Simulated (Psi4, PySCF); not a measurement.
C$_{6}$H$_{14}$Ge (SMILES C=[CH][GeH]([CH2]C)[CH2]C), singlet, geometry from GFN2-xTB, atoms displaced at random by about 0.03 Å a coordinate. Base run: R2SCAN/STO-3G, gradient (PySCF).

Here is a job for PySCF.
```python
from pyscf import gto, scf, dft

mol = gto.M(
    atom='''
Ge    0.112225    0.052882    0.329744
C    -1.679040   -0.763207    0.633876
C    -2.114536   -1.879850    0.106181
C    -0.063421    1.645616   -0.814517
C    -1.094896    2.633071   -0.229134
C     1.322396   -1.280679   -0.462548
C     2.789255   -0.782862   -0.572256
H     0.566466    0.442350    1.711123
H    -2.384991   -0.180363    1.308320
H    -3.078008   -2.286989    0.331593
H    -1.528712   -2.488144   -0.474570
H     0.948506    2.151543   -0.901312
H    -0.383185    1.392543   -1.702627
H    -2.087637    2.198761   -0.226458
H    -0.800086    2.966750    0.767013
H    -1.089435    3.564645   -0.846865
H     0.910898   -1.587849   -1.431612
H     1.385576   -2.170798    0.118056
H     3.363033   -1.481362   -1.034942
H     2.782855    0.088902   -1.268319
H     3.141247   -0.448736    0.340650
''',
    basis='sto-3g',
    charge=0,
    spin=0,
    verbose=4,
)

mf = dft.RKS(mol)
mf.xc = 'r2scan'
mf.kernel()
g = mf.nuc_grad_method()
grad = g.kernel()
```

Programs used: Psi4, PySCF; a row that names a program was run with it.

The coordinate followed is x of atom 13.

Variants of this job, named by their change:

| change | dE/dx (Eh/bohr) | net force (Eh/bohr) |
|---|---|---|
| base | 0.036107 | 0.000757 |
| conv_tol = 1e-4 | 0.036106 | 0.000756 |
| density fitting = on; auxbasis_response = off | 0.036111 | 0.000522 |
| code = psi4 | 0.036116 | 0.001993 |
| finite difference step (bohr) = 1e-5; conv_tol = 1e-11 | 0.036100 | - |
| conv_tol = 1e-11 | 0.036107 | 0.000757 |
| finite difference step (bohr) = 1e-4; conv_tol = 1e-11 | 0.036100 | - |
| finite difference step (bohr) = 0.01; conv_tol = 1e-11 | 0.036095 | - |
| grids.level = 1; grid_response = on | 0.036060 | 0.000000 |
| grid_response = on | 0.036100 | 0.000000 |
| density fitting = on | 0.036106 | 0.000757 |
| grids.level = 5; grid_response = on | 0.036114 | 0.000000 |

The net force is zero for an exact gradient.
